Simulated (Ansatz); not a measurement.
Reaction (ligand exchange at the Si–S bond): `N[SiH2]S[SiH](N)F` + `N[SiH](O)O` → `N[SiH2]O[SiH](N)O` + `N[SiH](F)S`

Computed with Ansatz on PBE0-D4/def2-TZVP structures; ΔE is electronic, products minus reactants. CCSD(T)/CBS adds triple-zeta CCSD(T) − MP2 to the extrapolated MP2 energy (def2 sets, frozen cores). This one scheme is used for every species. Functionals use def2-TZVPP. B3LYP here is the variant with VWN-RPA as its local correlation; programs differ in this. One conformer a species, not always the lowest.

`N[SiH2]S[SiH](N)F`:

Z-matrix (Å, degrees):
```
Si
S 1 2.171
N 1 1.706 2 117.0
H 1 1.481 2 108.0 3 122.6
H 1 1.482 2 103.0 3 -119.8
Si 2 2.105 1 98.1 3 -44.2
H 3 1.008 1 119.0 2 -67.8
H 3 1.009 1 117.1 2 69.4
N 6 1.708 2 109.5 1 -39.6
F 6 1.600 2 113.4 1 76.5
H 6 1.480 2 107.3 1 -168.2
H 9 1.008 6 119.6 2 -45.0
H 9 1.009 6 119.8 2 171.1
```

`N[SiH](O)O`:

Z-matrix (Å, degrees):
```
Si
O 1 1.639
O 1 1.639 2 116.1
N 1 1.714 2 107.1 3 -119.6
H 1 1.475 2 104.4 3 114.2
H 2 0.959 1 117.1 3 74.9
H 3 0.959 1 117.0 2 -75.2
H 4 1.008 1 119.6 2 171.6
H 4 1.008 1 119.6 2 -46.2
```

`N[SiH2]O[SiH](N)O`:

```xyz
14

N    -0.357    1.793    0.143
Si    0.841    1.182   -0.942
O     0.668   -0.440   -1.092
Si   -0.303   -1.456   -0.247
N     0.326   -1.477    1.351
O    -1.852   -0.939   -0.186
H    -0.803    2.669   -0.082
H    -0.195    1.719    1.137
H     2.230    1.434   -0.481
H     0.598    1.847   -2.245
H    -0.320   -2.749   -0.960
H     1.302   -1.687    1.492
H    -0.232   -1.896    2.080
H    -1.902    0.001    0.033
```

`N[SiH](F)S`:

Cartesian coordinates in Å:
```
N 0.548 0.784 -1.011
Si -0.277 0.145 0.315
F 0.461 0.284 1.730
S -0.473 -1.935 -0.055
H 0.453 1.747 -1.285
H 1.359 0.343 -1.410
H -1.545 0.886 0.468
H -0.526 -2.254 1.249
```

```csv
level,ΔE (kcal/mol),difference from CCSD(T)/CBS
PBE-D4,-9.6,3.4
r2SCAN-D4,-12.2,0.8
PBE0-D4,-10.6,2.4
ωB97X-V,-13.3,-0.3
ωB97M-V,-13.2,-0.2
PBE,-10.1,2.9
r2SCAN,-12.3,0.7
PBE0,-11.1,1.9
B3LYP,-14.3,-1.3
HF/def2-TZVPP,-17.3,-4.3
SCS-MP2/def2-TZVPP,-13.9,-0.9
CCSD(T)/def2-TZVPP,-13.7,-0.7
HF/def2-QZVPP,-17.8,-4.8
MP2/def2-QZVPP,-12.3,0.7
SCS-MP2/def2-QZVPP,-13.7,-0.7
MP2/CBS(def2),-11.9,1.1
CCSD(T)/CBS,-13.0,0
```

Largest T1 diagnostic among the species: 0.011.

In def2-TZVPP, CCSD(T) changes the Hartree–Fock value by +3.7 kcal/mol (the triples alone add +0.8 kcal/mol) and MP2 by +4.8 kcal/mol. The D4 term adds +0.8 kcal/mol with B3LYP and +0.5 kcal/mol with PBE0; it sums over pairs of atoms, weighted by their polarisabilities, and B3LYP, whose exchange is more repulsive, gets the larger term. From PBE to PBE0 (25 % exact exchange), in def2-TZVPP and without D4, ΔE moves by −0.9 kcal/mol.

CCSD(T)/CBS has its own doubt, a few kJ/mol and more with outer-core shells, so smaller differences from it don't rank the levels.
